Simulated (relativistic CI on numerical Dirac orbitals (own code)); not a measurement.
# From line strength to rate: Pd+ 1183.40 Å (vacuum)

Problem. For 4d⁹ ²D3/2 – 4d⁸5p ²P°1/2 of Pd+ a semi-empirical relativistic CI calculation gives the line strength S = 1.97 e²a₀² in the length gauge. The measured levels are 3539.24 and 88041.48 cm⁻¹ (NIST Handbook). Find gf, f, A and the partial lifetime.

Working.
1. σ = 88041.48 − 3539.24 = 84502.24 cm⁻¹, so the vacuum wavelength is 10⁸/σ = 1183.40 Å.
2. gf = 303.756 S/λ(Å) = 0.5056, log gf = -0.296; with g = 4 for the lower level, f = 0.126.
3. A = 2.02613 × 10¹⁸ S/(g_u λ³) with g_u = 2: A = 1.20 × 10^9 s⁻¹.
4. The partial lifetime for this S is 1/A = 0.83 ns; in the calculation this line carries 78 % of the decay of the upper level.

Check. The Handbook lists A = 1.39 × 10^9 s⁻¹, a tabulated value with its own uncertainty (a few per cent for the best lines, 25 % or more for others); ours lies 13 % below it. The velocity form of the same calculation gives S = 1.5, and the gap between the two forms is a rough gauge of the error in S. With the computed energy (89963 cm⁻¹) in place of the measured one the rate would change by the factor (σ_calc/σ)³ = 1.21.
